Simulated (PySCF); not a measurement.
GeF2ClBr, SMILES [F][Ge]([F])([Cl])[Br].

Geometry optimised at TPSSh-D3(BJ)/def2-SVP.

Method: TPSSh-D3(BJ)/def2-SVP (PySCF).

Frequencies are harmonic and unscaled.

Computed normal modes with their intensities:
| mode | ν (cm⁻¹) | IR (km/mol) | Raman (Å⁴/amu) | depolarisation | moving atoms (share of kinetic energy) |
|---|---|---|---|---|---|
| 1 | 113 | 0.5 | 2.6 | 0.70 | Cl 49 %, Br 22 %, F 14 %, Ge 14 % |
| 2 | 148 | 0.9 | 1.1 | 0.75 | F 80 %, Br 11 % |
| 3 | 180 | 8.1 | 1.3 | 0.75 | F 44 %, Ge 29 %, Cl 25 % |
| 4 | 214 | 22.4 | 3.2 | 0.56 | F 65 %, Br 24 % |
| 5 | 231 | 19.4 | 2.0 | 0.50 | F 77 %, Ge 13 %, Cl 8 % |
| 6 | 331 | 49.1 | 6.6 | 0.07 | Ge 45 %, Br 36 %, F 10 %, Cl 9 % |
| 7 | 457 | 87.4 | 5.9 | 0.24 | Cl 60 %, Ge 37 % |
| 8 | 732 | 75.1 | 7.2 | 0.03 | F 82 %, Ge 18 % |
| 9 | 759 | 70.1 | 2.4 | 0.75 | F 75 %, Ge 25 % |
